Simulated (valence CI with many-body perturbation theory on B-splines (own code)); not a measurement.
**Questions on Rh XXXI**

Computed by relativistic CI+MBPT: five valence electrons over a frozen Dirac-Fock core [Ne], a basis of 9 s, 9 p, 8 d, 6 f, 3 g, 1 h functions for each j, with the one-electron correlation potential Σ1, the two-electron term Σ2, the three-electron term Σ3, Breit, model QED; selected CI, second order for the rest, scaled by the run's own slope (own B-spline code, finite nucleus).

No measured spectrum was set against this ion. As an estimate, large intervals hold to a few tenths of a per cent, small ones and those within an open d or f shell to about a per cent. Among the levels kept, up to 1700 cm⁻¹ of a level comes from second order outside the variational space, and about a tenth of that is noise between levels of different J, which matters for small intervals.

Levels are named by their leading jj configuration (3d3/2^4 stands for four electrons in 3d with j = 3/2), which in mixed levels can hold well under half, so a name can repeat and another be missing.

Rates and lifetimes use the calculated energies. Strong lines usually hold to 10 to 20 %, long lifetimes can be off by a factor of two.

(1) What is the ground level?

(2) What are the static dipole polarisabilities of the lowest levels?

(3) How well does LS coupling describe the low levels?

(4) Where does the other parity begin?

(5) Name the longest-lived excited levels whose lifetime is computed, and their main decay.

(6) What is the ionisation energy?

(7) Among levels below 1600500 cm⁻¹, which E1 lines absorb most strongly from the ground level?

## Answers

(1) (3s^2 3p1/2^2 3p3/2) J=3/2, composition 40 % 3s2 3p3 4S° + 38 % 3s2 3p3 2P° + 21 % 3s2 3p3 2D°, g = 1.490.

(2) (3s^2 3p1/2^2 3p3/2) J=3/2 0.0291 (tensor 0.0019); (3s^2 3p1/2 3p3/2^2) J=3/2 0.0310 (tensor 0.0010); (3s^2 3p1/2 3p3/2^2) J=5/2 0.0308; (3s^2 3p1/2 3p3/2^2) J=1/2 0.0305 bohr³, of which the core gives 0.000432.

(3) Among the lowest 20 levels the leading LS term, summed over configurations, holds 55 % on average. For single configurations the figures are 50 % in LS and 72 % in jj coupling. Terms mix most in the J = 3/2 level at 925620 cm⁻¹, where the leading one holds 33 %.

(4) At (3s 3p1/2^2 3p3/2^2) J=5/2, 852450 cm⁻¹.

(5) (3s^2 3p1/2 3p3/2^2) J=5/2 at 273840 cm⁻¹ lives 21.0 μs, mostly by M1 to (3s^2 3p1/2^2 3p3/2) J=3/2; (3s^2 3p1/2 3p3/2^2) J=3/2 at 223750 cm⁻¹ lives 4.11 μs, mostly by M1 to (3s^2 3p1/2^2 3p3/2) J=3/2; (3s^2 3p1/2 3p3/2^2) J=1/2 at 337030 cm⁻¹ lives 3.77 μs, mostly by M1 to (3s^2 3p1/2^2 3p3/2) J=3/2. The lifetime of (3s^2 3p1/2 3p3/2 3d5/2) J=9/2 is too uncertain to give, and may be longer.

(6) 1748.6 eV; NIST lists 1763 ± 7 eV (semi-empirical).

(7) to (3s^2 3p1/2 3p3/2 3d3/2) J=3/2 at 7.315 nm, f = 0.260; to (3s^2 3p1/2 3p3/2 3d3/2) J=5/2 at 7.265 nm, f = 0.214; to (3s^2 3p1/2 3p3/2 3d3/2) J=1/2 at 7.183 nm, f = 0.102.
